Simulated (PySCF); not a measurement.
C4H10O2 (SMILES COCC(C)O), singlet, geometry from GFN2-xTB; DF-B3LYP/def2-SV(P) (PySCF).

The PySCF input:
```python
from pyscf import gto, scf, dft

mol = gto.Mole()
mol.atom = '''
    C     2.54950472    0.54334797   -0.24605806
    O     1.38345909   -0.09997987    0.19559518
    C     0.23988357    0.24045846   -0.55972664
    C    -0.95499430   -0.50342354    0.04806535
    C    -2.24478646   -0.19004403   -0.69843881
    O    -1.11983341   -0.13106068    1.39642165
    H     2.45241018    1.63403526   -0.17660422
    H     3.35582024    0.20771282    0.40294336
    H     2.78045923    0.27681584   -1.28466438
    H     0.06530137    1.32623464   -0.51216537
    H     0.37389487   -0.04723821   -1.61269568
    H    -0.74305430   -1.58420892   -0.01046806
    H    -2.44188471    0.87797047   -0.66031259
    H    -2.17127461   -0.50778994   -1.73444189
    H    -3.06987896   -0.70923108   -0.22025609
    H    -0.24844409   -0.16800953    1.80947925
'''
mol.basis = 'def2-sv(p)'
mol.verbose = 4
mol.build()

mf = dft.RKS(mol)
mf.xc = 'b3lyp'
mf.conv_tol = 1e-4
mf = mf.density_fit(auxbasis='def2-universal-jkfit')
mf.kernel()
mf.analyze()
```

Q: Write the output that PySCF gives for this input, abridged.

A: 
```
PySCF version 2.14.0

[INPUT] verbose = 4
[INPUT] num. atoms = 16
[INPUT] num. electrons = 50
[INPUT] charge = 0
[INPUT] spin (= nelec alpha-beta = 2S) = 0
[INPUT] symmetry False subgroup None
[INPUT] Mole.unit = angstrom
[INPUT] Symbol           X                Y                Z      unit          X                Y                Z       unit  Magmom
[...]
nuclear repulsion = 261.36495692788
number of shells = 56
number of NR pGTOs = 184
number of NR cGTOs = 104
basis = def2-sv(p)
ecp = {}

******** <class 'pyscf.df.df_jk.DFRKS'> ********
method = DFRKS
initial guess = minao
damping factor = 0
level_shift factor = 0
DIIS = <class 'pyscf.scf.diis.CDIIS'>
diis_start_cycle = 1
diis_space = 8
diis_damp = 0
SCF conv_tol = 0.0001
SCF conv_tol_grad = None
SCF max_cycles = 50
direct_scf = False
XC library pyscf.dft.libxc version 7.1.2
    S. Lehtola, C. Steigemann, M. J. T. Oliveira, and M. A. L. Marques,  SoftwareX 7, 1–5 (2018)
XC functionals = b3lyp
    P. J. Stephens, F. J. Devlin, C. F. Chabalowski, and M. J. Frisch,  J. Phys. Chem. 98, 11623 (1994)
radial grids:
    Treutler-Ahlrichs [JCP 102, 346 (1995); DOI:10.1063/1.469408] (M4) radial grids

becke partition: Becke, JCP 88, 2547 (1988); DOI:10.1063/1.454033
pruning grids: <function nwchem_prune>
grids dens level: 3
symmetrized grids: False
atomic radii adjust function: <function treutler_atomic_radii_adjust>
small_rho_cutoff = 0
Set gradient conv threshold to 0.01
Initial guess from minao.
tot grids = 182720
******** <class 'pyscf.df.df.DF'> ********
auxbasis = def2-universal-jkfit
init E= -309.081913856845
[...]
cycle= 1 E= -308.47962602714  delta_E= 0.602  |g|= 0.836  |ddm|= 3.74
[...]
cycle= 2 E= -308.309364133272  delta_E= 0.17  |g|= 1.27  |ddm|=  2.3
[...]
cycle= 3 E= -308.614399428247  delta_E= -0.305  |g|= 0.0963  |ddm|= 1.55
[...]
cycle= 4 E= -308.616048931683  delta_E= -0.00165  |g|= 0.0423  |ddm|= 0.123
[...]
cycle= 5 E= -308.616475231774  delta_E= -0.000426  |g|= 0.00764  |ddm|= 0.0449
[...]
cycle= 6 E= -308.616483822195  delta_E= -8.59e-06  |g|= 0.00385  |ddm|= 0.0104
[...]
Extra cycle  E= -308.616479887279  delta_E= 3.93e-06  |g|= 0.006  |ddm|= 0.00945
converged SCF energy = -308.616479887279
**** SCF Summaries ****
Total Energy =                        -308.616479887278558
Nuclear Repulsion Energy =             261.364956927879973
One-electron Energy =                 -937.247282683384810
Two-electron Energy =                  367.265845868226279
Two-electron Coulomb Energy =          409.924198331807418
DFT Exchange-Correlation Energy =      -42.658352463581146
HOMO-LUMO gap [eV] =                     8.594260610789291
**** MO energy ****
[...]
 ** Mulliken pop on meta-lowdin orthogonal AOs  **
 ** Mulliken pop  **
 ** Mulliken atomic charges  **
charge of    0C =     -0.04775
charge of    1O =     -0.40747
charge of    2C =      0.03576
charge of    3C =      0.16409
charge of    4C =     -0.26988
charge of    5O =     -0.51269
charge of    6H =      0.07552
charge of    7H =      0.10335
charge of    8H =      0.07556
charge of    9H =      0.06887
charge of   10H =      0.06856
charge of   11H =      0.06772
charge of   12H =      0.09012
charge of   13H =      0.08793
charge of   14H =      0.09985
charge of   15H =      0.30046
Dipole moment(X, Y, Z, Debye):  1.63208,  0.45898, -1.51645
```
